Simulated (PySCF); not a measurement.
Computed IR spectrum (relative IR intensity) of a molecule C₃H₇BFN. Geometry: ωB97X-D3(BJ)/def2-SVP. One conformer was computed; it need not be the lowest. These are PySCF with ωB97X-D3(BJ)/def2-SVP values and carry that method's errors. Harmonic, unscaled wavenumbers; measured fundamentals usually lie a few per cent lower.

```
ν (cm⁻¹)  relative intensity
--------  ------------------
288                      9.3
562                       68
683                       12
787                      2.0
806                      6.8
905                       15
1046                      28
1180                      52
1264                      21
1328                      24
1393                      29
1423                      28
1471                     5.3
1613                      85
1749                     100
3052                     2.4
3135                     5.6
3152                      13
3220                     7.1
3641                      16
3750                      19
```

Question: Pick the molecule that these values belong to.
(A) C/N=C/B(C)F
(B) CB(N)/C=C\F
(C) NB(F)C1CC1
(D) C=CB(N)CF

Answer: B, CB(N)/C=C\F
